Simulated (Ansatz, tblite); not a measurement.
Isomers of Ti$_{2}$Se$_{4}$ (singlet), found by a short tight-binding search and relaxed with PBE0-D4/def2-SVP in Ansatz.

The xTB rows come from tblite.

Run but left out: HF/def2-TZVP, PBE0-D4/def2-TZVP, B2PLYP/def2-TZVP, MP2/def2-TZVP (A: restricted singlet, unstable towards broken spin symmetry).

A further structure is left out (at the level of its geometry, restricted singlet, unstable towards broken spin symmetry at other levels and untested here); at PBE0-D4/def2-TZVP its energy lies 0.37 eV above the lowest shown.

B: The restricted singlet is unstable towards broken spin symmetry in Hartree–Fock (as tested in another run); at PBE-D4/def2-TZVP, r2SCAN-D4/def2-TZVP, r2SCANh-D4/def2-TZVP this wasn't settled.

Other spin states were run for one of them alone.

A:

```tsv
atom	x (Å)	y (Å)	z (Å)
Ti1	0.6332	-0.7428	0.3511
Ti2	-0.4519	1.3836	0.4663
Se3	1.9240	1.2865	0.2468
Se4	-0.9443	-0.2780	2.1091
Se5	-1.1417	0.2447	-1.5530
Se6	-0.0192	-1.8941	-1.6204
```

B:

```csv
atom,x (Å),y (Å),z (Å)
Ti1,-0.646,-1.029,-1.017
Ti2,0.635,1.007,0.990
Se3,-2.657,-1.855,-0.931
Se4,-0.583,1.366,-1.039
Se5,0.630,-1.386,0.979
Se6,2.621,1.898,1.019
```

Q: Estimate their order by electronic energy at r2SCANh-D4/def2-TZVP, counted from the lowest.

A: A (0.00) < B (0.10), in eV.

Q: Do the other levels pick the same lowest one?

A: Not GFN2-xTB. Energies above each level's lowest (eV):

| level | A | B |
| --- | --- | --- |
| GFN1-xTB | 0.00 | 0.37 |
| GFN2-xTB | 1.47 | 0.00 |
| PBE-D4/def2-TZVP | 0.00 | 0.14 |
| r2SCAN-D4/def2-TZVP | 0.00 | 0.06 |
| r2SCANh-D4/def2-TZVP | 0.00 | 0.10 |
Point groups (tolerance 0.1 Å): A Cs, B not assigned. Lower isomers may exist.
